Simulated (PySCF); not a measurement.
H4O3SSi, SMILES O[Si](O)(O)S. Atoms are numbered in the order given.

```xyz
9

O     -1.2468     0.3034    -1.2294
Si    -0.2980    -0.2032     0.0244
O     -0.9367    -0.0111     1.5402
O     -0.1067    -1.8314    -0.1847
S      1.4792     0.9908    -0.0517
H     -1.8620    -0.3625    -1.5632
H     -0.9890     0.8938     1.8709
H      0.2335    -2.3278     0.5691
H      1.4445     1.1017    -1.3991
```

Geometry optimised at B3LYP-D3(BJ)/def2-SVP. One conformer was computed; it need not be the lowest.

These are PySCF with TDA-ωB97X/def2-SVPD values and carry that method's errors.

Vertical excitations. The molecule is in vacuum.

Computed excitation energies, oscillator strengths and character:
```json
[
 {"state": "S1", "energy (eV)": "6.46", "λ (nm)": "192", "f": "0.006", "main pairs": "HOMO→LUMO+1 49 %, HOMO→LUMO 19 %, HOMO→LUMO+3 11 %, HOMO→LUMO+4 11 %"},
 {"state": "S2", "energy (eV)": "7.12", "λ (nm)": "174", "f": "0.070", "main pairs": "HOMO→LUMO 59 %, HOMO→LUMO+4 12 %"},
 {"state": "S3", "energy (eV)": "8.32", "λ (nm)": "149", "f": "0.078", "main pairs": "HOMO→LUMO+2 32 %, HOMO−1→LUMO 30 %, HOMO−1→LUMO+1 10 %"},
 {"state": "S4", "energy (eV)": "8.33", "λ (nm)": "149", "f": "0.021", "main pairs": "HOMO→LUMO+2 31 %, HOMO−1→LUMO+1 14 %, HOMO→LUMO+3 11 %, HOMO−1→LUMO 8 %"},
 {"state": "S5", "energy (eV)": "8.48", "λ (nm)": "146", "f": "0.013", "main pairs": "HOMO−2→LUMO 28 %, HOMO−1→LUMO 25 %, HOMO→LUMO+4 6 %"},
 {"state": "S6", "energy (eV)": "8.55", "λ (nm)": "145", "f": "0.005", "main pairs": "HOMO−2→LUMO 22 %, HOMO→LUMO+4 12 %, HOMO→LUMO+7 11 %, HOMO→LUMO+1 10 %"},
 {"state": "S7", "energy (eV)": "8.64", "λ (nm)": "144", "f": "0.032", "main pairs": "HOMO→LUMO+3 23 %, HOMO−2→LUMO 19 %, HOMO−1→LUMO 10 %, HOMO−3→LUMO 8 %"},
 {"state": "S8", "energy (eV)": "8.76", "λ (nm)": "141", "f": "0.032", "main pairs": "HOMO−3→LUMO 14 %, HOMO→LUMO+6 13 %, HOMO→LUMO+3 9 %, HOMO−1→LUMO+1 8 %"},
 {"state": "S9", "energy (eV)": "9.00", "λ (nm)": "138", "f": "0.011", "main pairs": "HOMO−3→LUMO 27 %, HOMO−2→LUMO+1 14 %, HOMO→LUMO+3 14 %, HOMO→LUMO+2 7 %"},
 {"state": "S10", "energy (eV)": "9.04", "λ (nm)": "137", "f": "0.009", "main pairs": "HOMO→LUMO+4 37 %, HOMO→LUMO+5 36 %, HOMO→LUMO+3 8 %"},
 {"state": "T1", "energy (eV)": "6.04", "λ (nm)": "205", "f": "0", "main pairs": "HOMO→LUMO+1 46 %, HOMO→LUMO 16 %, HOMO→LUMO+3 13 %, HOMO→LUMO+4 10 %"},
 {"state": "T2", "energy (eV)": "6.77", "λ (nm)": "183", "f": "0", "main pairs": "HOMO→LUMO 49 %, HOMO→LUMO+4 13 %, HOMO→LUMO+9 12 %, HOMO→LUMO+2 9 %"},
 {"state": "T3", "energy (eV)": "7.64", "λ (nm)": "162", "f": "0", "main pairs": "HOMO−1→LUMO+1 44 %, HOMO−1→LUMO+4 11 %, HOMO−1→LUMO+3 10 %"},
 {"state": "T4", "energy (eV)": "7.99", "λ (nm)": "155", "f": "0", "main pairs": "HOMO−1→LUMO 29 %, HOMO→LUMO+3 19 %, HOMO→LUMO+10 12 %, HOMO→LUMO+6 8 %"}
]
```
Triplets are in the Tamm–Dancoff approximation.
